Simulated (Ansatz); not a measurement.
H3OSi (SMILES [O][SiH3]) moved off its minimum; all values from Ansatz (a quantum-chemistry and plane-wave program), cores frozen in correlated methods. Open shells are unrestricted.
(charge 0, multiplicity 2)
```xyz
5

O      1.3536    -0.0465     0.0250
Si    -0.3232     0.0580    -0.0026
H     -0.9498     1.5554    -0.2288
H     -0.7179    -0.2664     1.4076
H     -1.1144    -1.0142    -1.0103
```

Q: Give the forces (eV/Å), the total energy and the dipole at CCSD(T)/cc-pV(T+d)Z.

A: 
```csv
atom,Fx,Fy,Fz
O1,-0.645,0.053,-0.132
Si2,-1.959,0.375,-0.928
H3,1.009,-1.828,0.022
H4,0.291,-0.102,-0.234
H5,1.303,1.502,1.272
```
Energy -365.9086 hartree, dipole 1.13 D.
